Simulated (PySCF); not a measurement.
Orbital picture of SrBe

BLYP at R = 3.538 Å; Sr x2c-SVPall, Be x2c-SVPall; spin-free X2C with a Gaussian nucleus (PySCF 2.14). State: ¹Σ⁺ (singlet), closed shell. Only the outer orbitals are listed, counted within each symmetry.

| orbital | occ. | ε (eV) | on Sr (%) | main shells (%) |
| --- | --- | --- | --- | --- |
| 8σ | 2 | -41.27 | 100 | 100 Sr s |
| 4π | 2 | -23.13 | 100 | 100 Sr p |
| 4π | 2 | -23.13 | 100 | 100 Sr p |
| 9σ | 2 | -23.08 | 100 | 100 Sr p |
| 10σ | 2 | -5.48 | 22 | 77 Be s, 12 Sr s |
| 11σ | 2 | -3.35 | 81 | 80 Sr s, 10 Be s, 9 Be p |
| 12σ | 0 | -2.12 | 45 | 51 Be p, 26 Sr d, 11 Sr p |
| 5π | 0 | -2.08 | 37 | 63 Be p, 28 Sr d, 9 Sr p |
| 5π | 0 | -2.08 | 37 | 63 Be p, 28 Sr d, 9 Sr p |

**Question.** Which are the highest filled and the lowest empty level, where do they sit, and how wide is the gap?

**Answer.** Highest filled 11σ at -3.35 eV (in %: 80 Sr s, 10 Be s, 9 Be p); lowest empty 12σ at -2.12 eV (in %: 51 Be p, 26 Sr d, 11 Sr p); the gap at BLYP is 1.23 eV.

```
bond order (Mayer)                               : 0.66
⟨S²⟩                                             : 0.000
charge on Sr (Mulliken, basis-dependent)         : -0.06
charge on Sr (Löwdin, basis-dependent)           : 0.02
dipole moment (positive dipole means Sr(−)Be(+)) : -1.22 D
```

Closed-shell solutions of metal pairs were not tested for spin polarisation, which can lower them a little.
